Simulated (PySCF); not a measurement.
Harmonic spectrum computed at PBE0 in the def2-TZVP basis family (core potentials from Rb on, PySCF, no spin–orbit coupling):

| symmetry | ω (cm⁻¹) | IR (km/mol) |
| --- | --- | --- |
| b1 | 336 | 16.7 |
| a1 | 337 | 13.3 |
| b2 | 443 | 0.2 |
| a1 | 553 | 4.3 |
| b2 | 726 | 533 |
| a1 | 797 | 58.4 |

Which molecule gave it? In each, all ligands are bound to the one heavy central atom.
A. InF₃ (singlet)
B. SnF₃ (doublet)
C. ClF₃ (singlet)
D. SiF₃ (doublet)
E. SF₃ (doublet)

C. It has C2v symmetry with Cl–F 1.595 Å, Cl–F 1.694 Å (×2).
